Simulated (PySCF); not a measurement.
Computed shifts of a molecule C₅H₇F, PBE/pcSseg-1 (PySCF), GIAO, gas phase, atoms alike by connectivity averaged where their shifts nearly agree, in ppm (number of nuclei): ¹³C: 158.7 (1), 147.8 (1), 123.3 (1), 117.0 (1), 37.0 (1). ¹⁹F: -136.1 (1). ¹H: 7.04 (1), 6.15 (1), 5.62 (1), 5.53 (1), 4.90 (1), 3.89 (1), 2.64 (1). References: ¹³C against TMS (σ = 182.0 ppm); ¹⁹F against CFCl3 (σ = 133.6 ppm); ¹H against TMS (σ = 31.49 ppm), references at their B3LYP-D3(BJ)/def2-TZVP geometries, non-relativistic. Geometry: B3LYP-D3(BJ)/def2-SVP. The values are those of a single conformer.

**Question.** Identify the compound among the candidates.
A. C=C(F)/C=C/C
B. C=CC/C=C\F
C. CC1=C(F)CC1
D. C=C=C[C@@H](C)F

**Answer.** B, C=CC/C=C\F
